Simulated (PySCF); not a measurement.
# $^{19}$F chemical shifts

PySCF 2.14.0 with density-fitted response routines calculation with geometry from GFN2-xTB and σ from GIAO-PBE0/pcSseg-1; no solvent, non-relativistic Hamiltonian, rapidly exchanging positions averaged, one conformer.

Shieldings were converted by a linear fit to measured shifts: $^{19}$F (scatter 6.0 ppm rms, 7.0 ppm with the 5 outliers that the fit left out vs CFCl3, solution or neat liquid, with a term for F on sp3 carbon). Occasional misses reach two or three times the rms, and more in compound classes unlike the fitted ones.

(1) Give the $^{19}$F shifts of `FC(F)[C@@H]1CCC(=S)C1`, `CC[C@](C)(CF)[SiH](Cl)Cl`, `N#CC(F)(F)[C@@H]1C[SiH2]O[SiH2]1`.

(2) Match the shifts -79.0, -112.0, -207.8, -221.4 ppm to `C[C@@](CF)(CCl)C[SiH2]Cl`, `CC(C)[C@@H](F)[C@H](C)CCl`, `CN(C)CC(F)F`, `CN[C@@H](C)C(F)(F)F`.

## Answers

(1) 
```json
{"compound": "[F:1][CH:2]([F:3])[C@@H:4]1[CH2:5][CH2:6][C:7](=[S:8])[CH2:9]1", "environment": "F3: fluorine of a CF2 group", "δ (ppm)": "-123.3"}
{"compound": "[F:1][CH:2]([F:3])[C@@H:4]1[CH2:5][CH2:6][C:7](=[S:8])[CH2:9]1", "environment": "F1: fluorine of a CF2 group", "δ (ppm)": "-125.7"}
{"compound": "CC[C@](C)(CF)[SiH](Cl)Cl", "environment": "fluorine on an sp3 carbon", "δ (ppm)": "-218.6"}
{"compound": "[N:1]#[C:2][C:3]([F:4])([F:5])[C@@H:6]1[CH2:7][SiH2:8][O:9][SiH2:10]1", "environment": "F5: fluorine of a CF2 group", "δ (ppm)": "-80.3"}
{"compound": "[N:1]#[C:2][C:3]([F:4])([F:5])[C@@H:6]1[CH2:7][SiH2:8][O:9][SiH2:10]1", "environment": "F4: fluorine of a CF2 group", "δ (ppm)": "-95.1"}
```

(2) -79.0: CN[C@@H](C)C(F)(F)F (fluorine of a CF3 group); -112.0: CN(C)CC(F)F (fluorine of a CF2 group); -207.8: CC(C)[C@@H](F)[C@H](C)CCl (fluorine on an sp3 carbon); -221.4: C[C@@](CF)(CCl)C[SiH2]Cl (fluorine on an sp3 carbon).
